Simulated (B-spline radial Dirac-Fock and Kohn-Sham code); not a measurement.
Z = 29 (copper), transition energy 12.3 keV. Model: a Dirac-Hartree-Slater potential of the neutral atom with a Latter tail (no hole, which puts coefficients of high multipoles low close above an edge), finite nucleus with surface currents. Program: a radial atomic solver. Subshells that would emit electrons below 1 keV are left out.

**Question.** A pure transition shows α(K) = 472, L1/L2 = 0.189 and L1/L3 = 0.105. What is its multipolarity?
A. E4
B. M2
C. E1
D. M4
E. E2
F. M1
G. E3
H. M3

**Answer.** E. For comparison, α(K), L1/L2, L1/L3 are E1 21.4, 4.71, 2.57; E3 6620, 0.00687, 0.00389; E4 86600, 0.000761, 0.000434; M1 19.7, 14.6, 38.2; M2 1390, 11.0, 2.86; M3 33700, 7.65, 0.505; M4 606000, 5.65, 0.212.

Run: 0.81 s of CPU time on 1 thread of Neoverse-V2 (shared host), peak memory 0.27 GiB.

Values without a named source are computed, but for edge energies of neutral atoms, which are taken from tables.
